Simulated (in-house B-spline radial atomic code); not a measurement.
Inner-shell binding energies (edges) and X-ray emission energies of free atoms and ions, as differences of relaxed hole-state energies with first-order Breit, QED and recoil terms, without correlation or multiplet splittings, in NIST's listed ground configurations. For neutral atoms such line energies lie within some 1 to 5 eV of tabulated X-ray lines (up to 20 eV for the heaviest). Removing outer electrons raises all edges nearly alike, so lines move far less than edges. K = 1s, L1 = 2s, L2 = 2p1/2, L3 = 2p3/2, M3 = 3p3/2. A dash marks a subshell that is part filled or wasn't run, or a line left out. Computed with a B-spline radial code for spherical atoms: Dirac-Hartree-Fock, average of the configuration, finite nuclei.

```
 ion  configuration  L1 edge (eV)  L3 edge (eV)  K-L3 (eV)  K-L2 (eV)  K-M3 (eV)
  Cd  [Kr] 4d10 5s2       4032.27          3546    23171.9    22982.1    26090.9
Cd2+      [Kr] 4d10        4052.3       3566.11    23172.1    22982.3    26091.1
Cd3+       [Kr] 4d9       4071.24       3585.04    23171.9    22982.1    26091.2
Cd4+       [Kr] 4d8        4091.9       3605.69    23171.7    22981.9    26091.4
Cd5+       [Kr] 4d7             ?             ?          ?          ?          ?
Cd6+       [Kr] 4d6             ?             ?          ?          ?          ?
Cd7+       [Kr] 4d5       4163.11       3676.89    23171.1    22981.3    26092.9
```

(1) Fill in the row of Cd5+.

(2) Fill in the row of Cd6+.

Answers

(1) L1 edge (eV): 4114.15; L3 edge (eV): 3627.94; K-L3 (eV): 23171.5; K-L2 (eV): 22981.7; K-M3 (eV): 26091.7.

(2) L1 edge (eV): 4137.91; L3 edge (eV): 3651.69; K-L3 (eV): 23171.3; K-L2 (eV): 22981.5; K-M3 (eV): 26092.2.
